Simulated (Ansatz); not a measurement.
MnF₃ was relaxed with r2SCAN-D4 (def2-TZVP) in Ansatz in these states: charge +1 quartet, neutral quintet. The geometries follow in no particular order.

A:

```xyz
4

Mn   -0.001    0.000    0.001
F    -0.516   -1.564   -0.046
F    -0.622    1.104   -1.052
F     1.139    0.460    1.098
```

B:

```xyz
4

Mn   -0.041    0.182    0.057
F     0.321   -1.425   -0.444
F     0.863    0.430    1.531
F    -1.143    0.813   -1.143
```

Judge from the bond lengths which geometry belongs to which state (an estimate).

A is the charge +1 quartet (Mn1–F4 1.647 Å, Mn1–F3 1.647 Å, Mn1–F2 1.647 Å); B is the neutral quintet (Mn1–F4 1.747 Å, Mn1–F3 1.747 Å, Mn1–F2 1.722 Å).
